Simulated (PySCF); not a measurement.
# A ladder for the ionisation energy of Cr⁺

Cr⁺ [Ar] 3d5 (6S) → Cr²⁺ [Ar] 3d4 (5D). Scalar values calculated with PySCF 2.14 in aug-cc-pwCVTZ-DK (spin-free X2C; valence: [Ar] frozen; valence and next inner shell: [Ne] frozen; all electrons: nothing frozen). The spin-orbit shift comes from two-component X2C-1e calculations (generalised Hartree-Fock, GHF, and MP2 on its spinors, GMP2) in x2c-QZVPPall-2c: GMP2 gives 16.677 eV without and 16.643 eV with screened spin-orbit coupling, a shift of -0.034 eV (GHF: -0.034 eV). Sums use unrounded values; where a UHF row is shifted, it takes the GHF shift.

| method | scalar (eV) | plus spin-orbit shift (eV) | error (eV) |
| --- | --- | --- | --- |
| UHF | 14.997 | 14.963 | -1.523 |
| MP2 (valence) | 16.010 | 15.975 | -0.511 |
| SCS-MP2 (valence) | 15.334 | 15.300 | -1.186 |
| CCSD (valence) | 16.017 | 15.983 | -0.503 |
| CCSD(T) (valence) | 16.056 | 16.022 | -0.464 |
| LDA | 17.530 | 17.496 | 1.009 |
| PBE | 17.158 | 17.124 | 0.637 |
| PBE0 | 16.801 | 16.767 | 0.281 |
| r2SCAN | 16.857 | 16.823 | 0.336 |
| M06-2X | 16.290 | 16.256 | -0.231 |
| TPSS | 16.836 | 16.802 | 0.316 |
| LC-wPBE | 16.850 | 16.816 | 0.329 |
| MP2 (valence and next inner shell) | 16.741 | 16.707 | 0.220 |
| SCS-MP2 (valence and next inner shell) | 16.041 | 16.006 | -0.480 |
| MP2 (all electrons) | 16.757 | 16.723 | 0.237 |
| SCS-MP2 (all electrons) | 16.051 | 16.017 | -0.469 |

Reference: 16.486 eV (measured; NIST Atomic Spectra Database, ionization energies).

The errors of the correlated levels include the incompleteness of the basis and the frozen core, so a lower level can come closer by cancellation.

A first-order Landé estimate from the scalar orbitals gives -0.053 eV instead; single two-component determinants are not pure J levels in LS coupling, so the shift is uncertain by about that difference.
